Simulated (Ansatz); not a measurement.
AlH4N (SMILES [NH2][AlH2]) moved off its minimum; all values from Ansatz (a program for electronic structure), cores frozen in correlated methods.
(charge 0, multiplicity 1)
```xyz
6

Al    -0.01317    -0.27000    -0.64586
H     -1.31310    -0.14067    -1.48384
H      1.25415    -1.15810    -0.98703
N     -0.06903     0.59356     1.06587
H     -0.67400     1.02811     1.33447
H      0.78656     0.43502     1.67903
```

Problem. Give the forces (eV/Å), the total energy and the dipole at CCSD(T)/aug-cc-pV(T+d)Z.

Solution. 
```json
[
 {"atom": "Al1", "Fx": "0.015", "Fy": "0.889", "Fz": "2.452"},
 {"atom": "H2", "Fx": "-0.219", "Fy": "0.055", "Fz": "-0.322"},
 {"atom": "H3", "Fx": "-0.050", "Fy": "0.145", "Fz": "0.003"},
 {"atom": "N4", "Fx": "17.865", "Fy": "-13.234", "Fz": "-8.739"},
 {"atom": "H5", "Fx": "-15.513", "Fy": "11.460", "Fz": "7.540"},
 {"atom": "H6", "Fx": "-2.098", "Fy": "0.685", "Fz": "-0.934"}
]
```
Energy -299.0293 hartree, dipole 0.40 D.
